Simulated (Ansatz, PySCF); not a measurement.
Process, species as SMILES: N[SiH2][SiH2]N + 3 [H][H] (H2) → 2 N (NH3) + 2 [SiH4] (SiH4)
Geometries: B3LYP-D3(BJ)/def2-TZVP minima from Ansatz (a first-principles code), one conformer each, not searched for the lowest.

Quantity: energy of full hydrogenation (enthalpy at 298 K, with B3LYP-D3(BJ) rigid-rotor harmonic-oscillator terms from PySCF), in kcal/mol. Valence correlation only, unless marked. No spin-orbit coupling. Non-relativistic unless marked X2C. Basis-set limits of correlation are two-point, X^-3; Hartree-Fock from the larger set.

```csv
level,program,energy of full hydrogenation (kcal/mol)
HF/6-31G,Ansatz,1.3
HF/aug-cc-pV(T+d)Z,Ansatz,-2.9
HF/cc-pV(Q+d)Z,Ansatz,-2.4
SVWN5/def2-TZVPD,Ansatz,12.4
```

Predict the CCSD(T)/CBS(cc-pV(T+d)Z,cc-pV(Q+d)Z) result (Ansatz).

11.7 kcal/mol, so SVWN5/def2-TZVPD differs from it by 0.7 kcal/mol.
